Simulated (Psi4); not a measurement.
CH3Si (SMILES C[Si]), doublet, at a GFN2-xTB geometry; HF/STO-3G run with Psi4.

Here is a job for Psi4.
```
memory 2 GB

molecule mol {
0 2
C    -1.130142    0.005665   -0.007111
Si    0.812618   -0.004074    0.005113
H    -1.529874   -0.600882   -0.821809
H    -1.526122    1.015308   -0.130558
H    -1.539806   -0.391388    0.923449
}

set {
  basis sto-3g
  reference uhf
  stability_analysis check
  scf_type pk
}

energy('scf')
print_variables()
```

The log (banner, timings and long lists left out):

```
   => Loading Basis Set <=

    Name: STO-3G
    Role: ORBITAL
    Keyword: BASIS

         ---------------------------------------------------------
                                   SCF
               by Justin Turney, Rob Parrish, Andy Simmonett
                          and Daniel G. A. Smith
                              UHF Reference
         ---------------------------------------------------------

  ==> Geometry <==

    Molecular point group: c1
    Full point group: C1

    Geometry (in Angstrom), charge = 0, multiplicity = 2:

       Center              X                  Y                   Z               Mass
    ------------   -----------------  -----------------  -----------------  -----------------
         C           -1.235747659847     0.006194756113    -0.007775406378    12.000000000000
         SI           0.707012340153    -0.003544243887     0.004448593622    27.976926534650
         H           -1.635479659847    -0.600352243887    -0.822473406378     1.007825032230
         H           -1.631727659847     1.015837756113    -0.131222406378     1.007825032230
         H           -1.645411659847    -0.390858243887     0.922784593622     1.007825032230

  Running in c1 symmetry.

  Rotational constants: A =      5.41334  B =      0.40159  C =      0.40159 [cm^-1]
  Rotational constants: A = 162287.83389  B =  12039.48021  C =  12039.48013 [MHz]
  Nuclear repulsion =   41.208513468770413

  Charge       = 0
  Multiplicity = 2
  Electrons    = 23
  Nalpha       = 12
  Nbeta        = 11

  ==> Algorithm <==

  SCF Algorithm Type is PK.
  DIIS enabled.
  MOM disabled.
  Fractional occupation disabled.
  Guess Type is SAD.
  Energy threshold   = 1.00e-06
  Density threshold  = 1.00e-06
  Integral threshold = 1.00e-12

  ==> Primary Basis <==

  Basis Set: STO-3G
    Blend: STO-3G
    Number of shells: 11
    Number of basis functions: 17
    Number of Cartesian functions: 17
    Spherical Harmonics?: true
    Max angular momentum: 1

  ==> Integral Setup <==

  Using in-core PK algorithm.
   Calculation information:
      Number of atoms:                   5
      Number of AO shells:              11
      Number of primitives:             33
      Number of atomic orbitals:        17
      Number of basis functions:        17

      Integral cutoff                 1.00e-12
      Number of threads:                 1

  Performing in-core PK
  Using 23562 doubles for integral storage.
  We computed 2142 shell quartets total.
  Whereas there are 2211 unique shell quartets.

  ==> DiskJK: Disk-Based J/K Matrices <==

    J tasked:                  Yes
    K tasked:                  Yes
    wK tasked:                  No
    Schwarz Cutoff:          1E-12

  Minimum eigenvalue in the overlap matrix is 2.3534525674E-01.
  Reciprocal condition number of the overlap matrix is 1.0421190640E-01.
    Using symmetric orthogonalization.

  ==> Pre-Iterations <==

  SCF Guess: Superposition of Atomic Densities via on-the-fly atomic UHF (no occupation information).

   -------------------------
    Irrep   Nso     Nmo
   -------------------------
     A         17      17
   -------------------------
    Total      17      17
   -------------------------

  ==> Iterations <==

                        Total Energy        Delta E     RMS |[F,P]|

   @UHF iter SAD:  -322.76906495499031   -3.22769e+02   0.00000e+00
   @UHF iter   1:  -324.65401696339825   -1.88495e+00   3.68142e-03 DIIS/ADIIS
   @UHF iter   2:  -324.65879904407274   -4.78208e-03   1.07298e-03 DIIS/ADIIS
   @UHF iter   3:  -324.65926915732081   -4.70113e-04   2.07624e-04 DIIS/ADIIS
   @UHF iter   4:  -324.65929192628010   -2.27690e-05   1.05103e-04 DIIS/ADIIS
   @UHF iter   5:  -324.65930000296987   -8.07669e-06   5.09819e-05 DIIS
   @UHF iter   6:  -324.65930231368145   -2.31071e-06   2.12672e-05 DIIS
   @UHF iter   7:  -324.65930274265997   -4.28979e-07   3.53722e-06 DIIS
   @UHF iter   8:  -324.65930274991064   -7.25066e-09   1.65145e-06 DIIS
   @UHF iter   9:  -324.65930275293869   -3.02805e-09   7.14546e-07 DIIS
  Energy and wave function converged.

    Wavefunction stable under totally symmetric rotations.
    Lowest totally symmetric eigenvalue: 0.000000
    Lowest UHF->UHF stability eigenvalues:
       A 0.000000

    Stability analysis over.

  ==> Post-Iterations <==

   @Spin Contamination Metric:   2.948135185E-03
   @S^2 Expected:                7.500000000E-01
   @S^2 Observed:                7.529481352E-01
   @S   Expected:                5.000000000E-01
   @S   Observed:                5.000000000E-01

    Orbital Energies [Eh]
    ---------------------

    Alpha Occupied:

       1A    -67.823656     2A    -10.938658     3A     -5.842593
       4A     -3.878783     5A     -3.854599     6A     -3.853474
       7A     -0.860691     8A     -0.531545     9A     -0.485474
      10A     -0.483378    11A     -0.258892    12A     -0.152808

    Alpha Virtual:

      13A      0.236912    14A      0.538075    15A      0.752186
      16A      0.752367    17A      0.790075

    Beta Occupied:

       1A    -67.814748     2A    -10.940701     3A     -5.828067
       4A     -3.849140     5A     -3.846770     6A     -3.823846
       7A     -0.859290     8A     -0.483350     9A     -0.478196
      10A     -0.462679    11A     -0.230760

    Beta Virtual:

      12A      0.266830    13A      0.320520    14A      0.563659
      15A      0.750907    16A      0.755403    17A      0.790667

    Final Occupation by Irrep:
              A
    DOCC [    11 ]
    SOCC [     1 ]
    NA   [    12 ]
    NB   [    11 ]

  @UHF Final Energy:  -324.65930275293869

   => Energetics <=

    Nuclear Repulsion Energy =             41.2085134687704127
    One-Electron Energy =                -534.1535399719800807
    Two-Electron Energy =                 168.2857237502709609
    Total Energy =                       -324.6593027529386859

  UHF NO Occupations:
  HONO-2 :   10  A 1.9999352
  HONO-1 :   11  A 1.9986265
  HONO-0 :   12  A 1.0000000
  LUNO+0 :   13  A 0.0013735
  LUNO+1 :   14  A 0.0000648
  LUNO+2 :   15  A 0.0000271
  LUNO+3 :   16  A 0.0000091

Computation Completed

Properties will be evaluated at   0.000000,   0.000000,   0.000000 [a0]

Properties computed using the SCF density matrix

 Multipole Moments:

 ------------------------------------------------------------------------------------
     Multipole            Electronic (a.u.)      Nuclear  (a.u.)        Total (a.u.)
 ------------------------------------------------------------------------------------

 L = 1.  Multiply by 2.5417464519 to convert [e a0] to [Debye]
 Dipole X            :          4.7734735           -4.5900166            0.1834569
 Dipole Y            :         -0.0255037            0.0230100           -0.0024937
 Dipole Z            :          0.0186457           -0.0288813           -0.0102356
 Magnitude           :                                                    0.1837592

 ------------------------------------------------------------------------------------

  Variable Map:
  ----------------------------------------------------------------------------
  "CURRENT ENERGY"           =>    -324.659302752939
  "CURRENT REFERENCE ENERGY" =>    -324.659302752939
  "DD SOLVATION ENERGY"      =>       0.000000000000
  "HF KINETIC ENERGY"        =>     321.187232639290
  "HF POTENTIAL ENERGY"      =>    -645.846535392229
  "HF TOTAL ENERGY"          =>    -324.659302752939
  "HF VIRIAL RATIO"          =>       2.010810112485
  "NUCLEAR REPULSION ENERGY" =>      41.208513468770
  "ONE-ELECTRON ENERGY"      =>    -534.153539971980
  "PCM POLARIZATION ENERGY"  =>       0.000000000000
  "PE ENERGY"                =>       0.000000000000
  "SCF ITERATION ENERGY"     =>    -324.659302752939
  "SCF ITERATIONS"           =>       9.000000000000
  "SCF TOTAL ENERGY"         =>    -324.659302752939
  "TWO-ELECTRON ENERGY"      =>     168.285723750271

  Array Variable Map:
  ----------------------------------------------------------------------------
  "CURRENT DIPOLE"           =>       0.183456938390 ... -0.010235607963 1 by 3
  "SCF DIPOLE"               =>       0.183456938390 ... -0.010235607963 1 by 3
  "SCF STABILITY EIGENVALUES" =>       0.000000154091 ... 0.000000154091 1 by 1
  "SCF TOTAL ENERGIES"       =>    -322.769064954990 ... -324.659302752939 1 by 10
```
